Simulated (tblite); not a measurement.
Species: C8H11AsO.
Numbering: `[cH:1]1[cH:2][o:3][c:4]([C@@H:5]2[CH2:6][CH2:7][CH2:8][AsH:9]2)[cH:10]1` (hydrogens: H11 on C1; H12 on C2; H13 on C5; H14, H15 on C6; H16, H17 on C7; H18, H19 on C8; H20 on As9; H21 on C10)

Computed with GFN2-xTB (tblite), gas phase: L-BFGS steps from a force-field or distance-geometry start until the largest atomic force falls under 0.01 eV/Å.

Step 32: E = -793.5656 eV
```
atom  x, y, z in Å  |  force x, y, z in eV/Å
C1      3.4810   -0.0162    0.1090    0.000   0.011   0.010
C2      2.8518   -0.2198    1.2944   -0.008  -0.012   0.004
O3      1.5201   -0.3080    1.1127   -0.006  -0.016  -0.008
C4      1.2831   -0.1506   -0.2084    0.010   0.013  -0.005
C5     -0.1312   -0.1951   -0.6378    0.012   0.024   0.001
C6     -0.9055    1.0481   -0.1812   -0.001   0.002   0.001
C7     -2.3874    0.7047   -0.2115    0.003   0.010  -0.001
C8     -2.5714   -0.5280    0.6661   -0.009   0.016  -0.008
As9    -1.0688   -1.7549    0.2338    0.015  -0.019   0.013
C10     2.4588    0.0289   -0.8737    0.010   0.002   0.004
H11     4.5339    0.0901   -0.0541    0.002  -0.002   0.003
H12     3.2158   -0.3168    2.2977    0.012  -0.011   0.000
H13    -0.1697   -0.2831   -1.7275   -0.007  -0.012   0.007
H14    -0.6710    1.9090   -0.8120   -0.013  -0.012  -0.009
H15    -0.6192    1.2886    0.8465    0.018   0.011  -0.007
H16    -2.6783    0.4826   -1.2426   -0.032  -0.017   0.021
H17    -2.9940    1.5415    0.1429   -0.008   0.005  -0.015
H18    -2.5025   -0.2481    1.7222    0.017   0.001  -0.008
H19    -3.5411   -1.0048    0.5137   -0.012  -0.001   0.007
H20    -1.6980   -2.2239   -1.0627   -0.007  -0.001  -0.014
H21     2.5846    0.1726   -1.9279    0.002   0.010   0.003
```

Step 33: E = -793.5658 eV
```
atom  x, y, z in Å  |  force x, y, z in eV/Å
C1      3.4800   -0.0160    0.1097    0.000   0.007   0.013
C2      2.8505   -0.2215    1.2948    0.006  -0.013   0.005
O3      1.5189   -0.3095    1.1128   -0.003  -0.010  -0.007
C4      1.2821   -0.1495   -0.2080    0.023   0.000  -0.002
C5     -0.1315   -0.1948   -0.6382    0.016   0.029   0.002
C6     -0.9056    1.0486   -0.1825   -0.005   0.000  -0.002
C7     -2.3871    0.7038   -0.2116    0.002   0.018  -0.004
C8     -2.5702   -0.5281    0.6671   -0.007   0.020  -0.013
As9    -1.0678   -1.7543    0.2344    0.007  -0.032  -0.008
C10     2.4578    0.0299   -0.8730    0.016   0.011   0.003
H11     4.5332    0.0902   -0.0540   -0.006  -0.003   0.008
H12     3.2152   -0.3205    2.2979    0.007  -0.010  -0.005
H13    -0.1681   -0.2823   -1.7277   -0.014  -0.018   0.000
H14    -0.6725    1.9086   -0.8151   -0.012  -0.012  -0.007
H15    -0.6178    1.2907    0.8444    0.013   0.012  -0.007
H16    -2.6784    0.4815   -1.2426   -0.030  -0.020   0.025
H17    -2.9937    1.5404    0.1425   -0.015   0.012  -0.011
H18    -2.5001   -0.2473    1.7228    0.018   0.003  -0.002
H19    -3.5403   -1.0037    0.5161   -0.017  -0.009   0.006
H20    -1.6977   -2.2249   -1.0632    0.000   0.005   0.004
H21     2.5840    0.1754   -1.9269    0.001   0.010   0.003
```

Step 34: E = -793.5661 eV
```
atom  x, y, z in Å  |  force x, y, z in eV/Å
C1      3.4789   -0.0157    0.1109    0.003   0.001   0.013
C2      2.8488   -0.2239    1.2953    0.020  -0.014   0.005
O3      1.5173   -0.3117    1.1127    0.004  -0.002  -0.004
C4      1.2812   -0.1478   -0.2077    0.031  -0.015   0.001
C5     -0.1316   -0.1939   -0.6388    0.016   0.020   0.002
C6     -0.9058    1.0494   -0.1842   -0.007  -0.002  -0.006
C7     -2.3867    0.7029   -0.2118   -0.004   0.022  -0.003
C8     -2.5688   -0.5278    0.6683   -0.002   0.016  -0.014
As9    -1.0663   -1.7541    0.2351   -0.006  -0.032  -0.031
C10     2.4571    0.0316   -0.8721    0.020   0.020   0.001
H11     4.5322    0.0902   -0.0536   -0.013  -0.003   0.015
H12     3.2144   -0.3255    2.2980    0.000  -0.009  -0.009
H13    -0.1664   -0.2816   -1.7281   -0.020  -0.021  -0.007
H14    -0.6747    1.9080   -0.8192   -0.009  -0.007  -0.006
H15    -0.6157    1.2934    0.8416    0.004   0.014  -0.006
H16    -2.6791    0.4796   -1.2422   -0.026  -0.022   0.024
H17    -2.9936    1.5393    0.1415   -0.022   0.021  -0.006
H18    -2.4965   -0.2461    1.7235    0.018   0.005   0.003
H19    -3.5396   -1.0023    0.5195   -0.017  -0.015   0.004
H20    -1.6973   -2.2261   -1.0635    0.008   0.012   0.023
H21     2.5835    0.1794   -1.9256    0.001   0.010   0.003
```

Step 35: E = -793.5665 eV
```
atom  x, y, z in Å  |  force x, y, z in eV/Å
C1      3.4774   -0.0153    0.1127    0.007  -0.007   0.009
C2      2.8466   -0.2275    1.2960    0.031  -0.013   0.003
O3      1.5151   -0.3147    1.1121    0.015   0.005   0.001
C4      1.2804   -0.1459   -0.2078    0.031  -0.029   0.003
C5     -0.1315   -0.1923   -0.6399    0.010  -0.002   0.000
C6     -0.9061    1.0504   -0.1865   -0.007  -0.003  -0.011
C7     -2.3863    0.7021   -0.2121   -0.014   0.020   0.002
C8     -2.5670   -0.5271    0.6699    0.004   0.004  -0.008
As9    -1.0643   -1.7541    0.2356   -0.020  -0.018  -0.049
C10     2.4566    0.0343   -0.8710    0.020   0.029   0.000
H11     4.5307    0.0900   -0.0524   -0.011  -0.001   0.022
H12     3.2129   -0.3327    2.2981   -0.007  -0.008  -0.009
H13    -0.1649   -0.2810   -1.7290   -0.026  -0.023  -0.013
H14    -0.6778    1.9072   -0.8244   -0.003   0.003  -0.008
H15    -0.6128    1.2969    0.8378   -0.009   0.015  -0.007
H16    -2.6806    0.4762   -1.2413   -0.018  -0.020   0.018
H17    -2.9940    1.5381    0.1398   -0.027   0.030   0.001
H18    -2.4912   -0.2443    1.7244    0.016   0.006   0.005
H19    -3.5389   -1.0007    0.5246   -0.010  -0.018   0.004
H20    -1.6965   -2.2279   -1.0633    0.013   0.018   0.036
H21     2.5835    0.1850   -1.9240    0.003   0.011   0.001
```

**Question.** Estimate the geometry and energy of step 36. (The exact step hangs on the optimiser's Hessian estimate; all steps are aligned on step 35, rigid shifts and turns removed.)

**Answer.** E = -793.5669 eV, largest force 0.057 eV/Å
```
atom  x, y, z in Å  |  force x, y, z in eV/Å
C1      3.4757   -0.0148    0.1151    0.014  -0.014   0.002
C2      2.8438   -0.2324    1.2969    0.035  -0.010  -0.001
O3      1.5125   -0.3186    1.1110    0.027   0.008   0.006
C4      1.2800   -0.1438   -0.2083    0.020  -0.037   0.003
C5     -0.1311   -0.1903   -0.6416   -0.001  -0.031  -0.004
C6     -0.9067    1.0517   -0.1895   -0.006  -0.003  -0.016
C7     -2.3862    0.7014   -0.2124   -0.025   0.012   0.008
C8     -2.5646   -0.5260    0.6720    0.008  -0.011   0.002
As9    -1.0619   -1.7542    0.2356   -0.029   0.007  -0.049
C10     2.4566    0.0384   -0.8697    0.014   0.032   0.000
H11     4.5287    0.0898   -0.0501    0.002   0.002   0.028
H12     3.2103   -0.3422    2.2982   -0.010  -0.008  -0.002
H13    -0.1637   -0.2804   -1.7306   -0.028  -0.022  -0.015
H14    -0.6819    1.9066   -0.8308    0.003   0.014  -0.010
H15    -0.6094    1.3013    0.8331   -0.024   0.016  -0.010
H16    -2.6826    0.4712   -1.2399   -0.009  -0.014   0.007
H17    -2.9952    1.5372    0.1372   -0.027   0.035   0.008
H18    -2.4838   -0.2415    1.7258    0.013   0.004   0.003
H19    -3.5381   -0.9988    0.5316    0.005  -0.016   0.003
H20    -1.6952   -2.2301   -1.0620    0.011   0.022   0.035
H21     2.5839    0.1927   -1.9221    0.006   0.013   0.001
```

The energy changes by -0.0005 eV. The first-order estimate −F·Δx gives -0.0006 eV and the mean of the old and new forces, exact on a quadratic surface, -0.0005 eV. The step makes an angle of 79° with the force vector and moves no atom by more than 0.010 Å.

What follows is the cost of the whole relaxation. Time: 0.94 s. Hardware: one thread of an Arm Neoverse V1, no GPU, shared host with 64 logical CPUs at a one-minute load of 16.
